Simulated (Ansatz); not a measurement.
The same path of AlH7N2O (11 atoms, charge 0, multiplicity 1) was run twice with different band settings. Lost on the way: Al1–H2, O9–H11. Made: H2–H11.

Method: RKS BHLYP/6-31G* in Ansatz.

Relaxed end points:

```xyz
11
Properties=species:S:1:pos:R:3
Al -0.145 -0.037 0.104
H -0.158 -1.011 1.359
N 1.501 0.382 -0.618
H 2.272 -0.230 -0.406
H 1.571 0.619 -1.595
N -1.563 -0.008 -0.979
H -2.486 -0.288 -0.702
H -1.593 0.413 -1.889
O 0.077 1.724 1.109
H 0.966 1.792 0.700
H 0.190 1.611 2.055
```

```xyz
11
Properties=species:S:1:pos:R:3
Al 0.008 0.675 -0.589
H 0.011 0.039 3.355
N 1.558 0.079 -1.201
H 1.655 -0.629 -1.906
H 2.464 0.386 -0.899
N -1.527 0.096 -1.237
H -1.645 -0.583 -1.964
H -2.419 0.416 -0.907
O -0.076 1.838 0.654
H 0.694 2.201 1.080
H -0.092 0.449 2.751
```

Common settings: movable images 7; climbing image yes; optimiser quadratic models (default); start path through a guess of the saddle point; force threshold 0.05 eV/Å; iteration limit 60; end points relaxed.

| run | spring |
| --- | --- |
| 1 | 5.0 eV/Å² |
| 2 | 0.5 eV/Å² |

Task: What does each run give, and how far can it be trusted?

Result: Run 1: converged after 45 iterations, highest image 0.996 eV above the first end. The profile has 2 maxima (images 3, 7) with wells between them (image 5): this band takes more than one step, which may be the mechanism or a detour left from its start path. Neighbouring images differ by up to 1.3 eV, so the band resolves the path poorly. A vibrational analysis at the climbing image gives one clearly imaginary mode, 1476i cm⁻¹: a first-order saddle point.
Run 2: converged after 46 iterations, highest image 0.996 eV above the first end. The profile has 2 maxima (images 3, 7) with wells between them (image 5): this band takes more than one step, which may be the mechanism or a detour left from its start path. Neighbouring images differ by up to 1.3 eV, so the band resolves the path poorly. Another band between the same ends (7 images) ends at a top of the same energy, where a vibrational analysis finds 1 clearly imaginary mode.
The orbitals stay closed-shell, which can raise the energy where a bond breaks towards radicals; this wasn't checked here.
